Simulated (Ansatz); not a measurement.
Stepwise reaction of `BBr` with hydrogen chloride, as a gas-phase model of exchange steps in deposition or etching. ΔE in kJ/mol; ΔG adds harmonic PBE0-D4 terms to CCSD(T)/CBS, at 1 bar.

Isolated molecules relaxed with PBE0-D4/def2-TZVP in Ansatz; ΔE leaves out vibrations. CBS: MP2 limit from def2 TZ/QZ plus the TZ coupled-cluster correction, frozen cores. This one scheme is used for every species. DFT in def2-TZVPP. B3LYP here is the variant with VWN-RPA as its local correlation; programs differ in this. For Br outer-core shells are correlated without core-valence functions, which leaves a few kJ/mol of doubt a bond. Scalar relativity is left out up to krypton.

| step | reaction | PBE-D4 | B3LYP-D4 | ωB97M-V | CCSD(T)/CBS | ΔG(500 K) |
| --- | --- | --- | --- | --- | --- | --- |
| 1 | `BBr` + HCl → `ClBBr` + H₂ | -78.9 | -70.6 | -70.7 | -68.9 | -67.4 |

**Question.** Give the row of step 2, `ClBBr` + HCl → `ClB(Cl)Br` + H₂. (Estimate.)

**Answer.** The calculation gave: 
| step | reaction | PBE-D4 | B3LYP-D4 | ωB97M-V | CCSD(T)/CBS | ΔG(500 K) |
| --- | --- | --- | --- | --- | --- | --- |
| 2 | `ClBBr` + HCl → `ClB(Cl)Br` + H₂ | -61.3 | -54.2 | -54.7 | -52.4 | -45.3 |

**Question.** By hand: ΔE of the 2 steps together at CCSD(T)/CBS.

**Answer.** (-68.9) + (-52.4) = -121.3 kJ/mol, or -60.7 kJ/mol a step.

In ΔE each step is higher than the one before. All are downhill at CCSD(T)/CBS. ΔG lies between -67.4 and -45.3 kJ/mol a step. PBE-D4 differs from CCSD(T)/CBS by -10.0 to -8.9 kJ/mol a step. Isolated molecules leave out the surface, adducts and barriers. Largest T1 diagnostic: 0.010.
